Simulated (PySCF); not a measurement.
Give a PBE0-D3(BJ)/def2-SVP geometry of `C1([SiH]2CC2)CC1`.

```
atom  x, y, z in Å
C1     2.126   -0.673    0.316
C2     2.157    0.732   -0.183
C3     0.897    0.196    0.456
Si4   -0.620   -0.130   -0.561
C5    -2.180   -0.787    0.201
C6    -2.234    0.709   -0.191
H7     2.109   -1.484   -0.419
H8     2.681   -0.915    1.227
H9     2.161    0.898   -1.265
H10    2.735    1.471    0.379
H11    0.690    0.561    1.469
H12   -0.311   -0.493   -1.972
H13   -2.823   -1.466   -0.370
H14   -2.198   -1.010    1.275
H15   -2.283    1.425    0.638
H16   -2.915    0.977   -1.007
```

Any rigid rotation of these coordinates is as good. Atoms count from 1 in this order. All 3 C–Si bonds measure 1.856 to 1.857 Å. The 3-membered ring Si4–C5–C6 has internal angles of 49.3° to 65.4°. Si4 (SiH silicon) has angles from 49.3° to 121.6°. The 4 C–C bonds span 1.492 Å (C1–C2, drawn single) to 1.547 Å (C5–C6, drawn single), a spread of 0.055 Å.

Bonds between heavy atoms (Å): C1–C2 1.492, C2–C3 1.511, C3–Si4 1.856, Si4–C5 1.857, C5–C6 1.547, C1–C3 1.511, Si4–C6 1.857.

Computed, not measured: PBE0-D3(BJ)/def2-SVP geometry optimisation, gas phase (PySCF).

Point group: near Cs, missed by 0.20 Å at most; the miss may be what the optimiser left on a soft mode. Stationary, but not proved a minimum. One conformer, not necessarily the lowest (C2–C3–Si4–C5 180°).
